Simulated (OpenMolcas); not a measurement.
## Os V: effect of the basis set

```json
{
  "Program": "OpenMolcas",
  "Method": "SS-CASPT2, IPEA 0.25 Eh, imaginary shift 0.1 Eh (closed shells correlated: 5s 5p)",
  "Active space": "4 electrons in 5 orbitals (5d)",
  "State averaging": "2S+1 = 5 even, 5 roots; 2S+1 = 3 even, 45 roots; 2S+1 = 1 even, 50 roots",
  "Spin-orbit coupling": "RASSI with atomic mean-field integrals over the reference wave functions, term energies averaged over their components"
}
```

A. ANO-R1 [7s5p4d2f], X2C, finite nucleus; CASPT2 step about 18 core-seconds
B. ANO-RCC-VDZP [7s6p4d2f1g], DKH2, point nucleus; CASPT2 step of the order of 19 core-seconds
C. ANO-R2 [8s6p5d3f1g], X2C, finite nucleus; CASPT2 step of the order of 40 core-seconds
D. ANO-RCC-VTZP [8s7p5d3f2g1h], DKH2, point nucleus; CASPT2 step of the order of 50 core-seconds
E. ANO-R3 [10s7p6d4f3g2h], X2C, finite nucleus; CASPT2 step of the order of 110 core-seconds
F. ANO-RCC-VQZP [9s8p6d4f3g2h], DKH2, point nucleus; CASPT2 step of the order of 80 core-seconds

Energies in cm⁻¹ above 5d⁴ ⁵D₀, the measured ground level; measured values from the list in Palmeri et al., Atoms 14, 22 (2026).

```
            Level      A      B      C      D      E      F  Measured
   5d⁴ ⁵D₀ [62 %]    0.0    0.0    0.0    0.0    0.0    0.0       0.0
          5d⁴ ⁵D₁   4820   5090   4360   4340   4420   4370      4311
          5d⁴ ⁵D₂   9000   9430   8220   8190   8280   8200      8083
          5d⁴ ⁵D₃  12200  12720  11230  11190  11250  11160     11018
   5d⁴ ⁵D₄ [66 %]  14310  14820  13290  13230  13200  13140     12966
   5d⁴ ³H₄ [55 %]  22870  23290  21380  21290  20950  20960     20374
   5d⁴ ³G₃ [61 %]  26730  27220  25100  25060  24690  24730     23942
       5d⁴ ³P₁(1)  27210  28210  25750  25690  25410  25440     24680
5d⁴ ³F₂(1) [66 %]  27220  27860  25640  25610  25230  25280          
          5d⁴ ³H₅  28400  28960  26470  26370  25980  26000     25344
   5d⁴ ³H₆ [74 %]  30950  31550  28820  28700  28260  28280     27669
          5d⁴ ³G₅  40920  41940  38340  38230  37830  37840     37016
          5d⁴ ³D₁  42340  43340  39970  39990  39610  39580     38536
   5d⁴ ¹I₆ [74 %]  43520  44480  40680  40530  39970  40020     39284
5d⁴ ¹S₀(1) [74 %]  47610  48990  46060  45940  45500  45580          
   5d⁴ ¹F₃ [62 %]  51450  52490  48390  48400  47790  47840     46549
5d⁴ ³P₂(2) [65 %]  55020  55880  52040  52160  51460  51560          
5d⁴ ³F₄(2) [53 %]  58590  59720  55540  55560  54810  54920          
5d⁴ ³F₂(2) [56 %]  60860  62130  57600  57650  56900  57020          
       5d⁴ ³F₃(2)  61490  62610  58270  58330  57530  57660     55872
       5d⁴ ³P₁(2)  62030  63110  58600  58740  58050  58120     55988
       5d⁴ ³P₀(2)  65130  66300  61720  61840  61110  61200          
       5d⁴ ¹G₄(2)  66170  67190  62500  62570  61660  61810          
       5d⁴ ¹D₂(2)  80570  81510  76590  76810  75690  75880
```

Deviations, from unrounded energies. A percentage is the sum of absolute deviations over the sum of measured energies, with the sign that they share, or ± where signs differ.

```json
{"Against measurement": "mean absolute deviation (cm-1)", "Levels": "15", "A": "3100", "B": "3800", "C": "1200", "D": "1100", "E": "770", "F": "780"}
{"Against measurement": "fine structure of the ground term (%)", "Levels": "4", "A": "+10.8", "B": "+15.6", "C": "+2.0", "D": "+1.6", "E": "+2.2", "F": "+1.3"}
{"Against measurement": "other terms of the ground configuration (%)", "Levels": "11", "A": "+10.8", "B": "+13.1", "C": "+4.2", "D": "+4.1", "E": "+2.7", "F": "+2.8"}
```

E, F lie about equally close to measurement and B furthest from it. The largest miss of E in the table is 5d⁴ ³P₁(2), by +2100 cm-1. The ranking rests on the paired levels alone, and a cruder setting can come out closer through cancelling errors.

The two smallest mean deviations differ by little beside CASPT2's spread within terms, so their order carries little weight.

Among A to F the level of the table that moves most is 5d⁴ ¹D₂(2), by 5800 cm-1 (lowest in E, highest in B). Moves below CASPT2's spread within the term are not significant.

CASPT2 breaks the degeneracy within a term, and the mean is taken; among the terms shown or strongly mixed into the levels shown the widest spread is 370 cm-1 (5d⁴ ¹G(2), F). The basis is small and was not contracted for so high a charge (holds for A; B). Some terms miss by over 15 % even with CASPT2, which points to a basis or an active space too small for the shells correlated (holds for B). The CASPT2 spread within a term exceeds the gap to the next term for 5d⁴ ³D and 5d⁴ ¹I, so the order of their levels is uncertain (holds for C). Measured partners are found by configuration, term and J. A level has none where our copy of the source lacks it or the pairing is in doubt (some pairs that miss far off the trend of their configuration count as doubtful), and it then counts in no deviation. Only configurations of the active space appear. The table leaves out levels that lie high or whose names do not pair safely across all columns.

A share in square brackets marks a mixed level and gives the weight of the term that names it, the lowest over the columns. A number in round brackets counts repeated terms of one configuration in the order of the reference energies.
